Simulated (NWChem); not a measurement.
System: CdGeH4; SMILES [GeH3][CdH]

NWChem input:

```
start job
memory heap 200 mb stack 900 mb global 1100 mb
geometry units angstroms noautoz
  Cd     0.350908     0.958130    -0.003600
  H      0.466964     2.647903    -0.006435
  Ge     0.174388    -1.585707     0.000685
  H      0.600021    -2.209028    -1.348526
  H      1.066632    -2.237032     1.082240
  H     -1.266583    -2.075836     0.271781
end
basis spherical
  Cd library def2-tzvp
  H library def2-tzvp
  Ge library def2-tzvp
end
ecp
  Cd library def2-ecp
end
dft
  xc rpbe cpbe96
  iterations 150
  mulliken
end
task dft energy
```

Geometry: optimised at PBE0/def2-SVP. def2 effective core potentials on Cd; no spin-orbit coupling.

Question: Give the results of this calculation. (RPBE/def2-TZVP with def2 effective core potentials on Cd.) Quantities: energy (Ha); highest occupied level (eV); orbital gap (eV); dipole (D).

Answer: The energy (Ha) comes out as -2247.12 and the highest occupied level (eV) is -6.11. The orbital gap (eV) is 4.47 and the dipole (D) is 0.44.
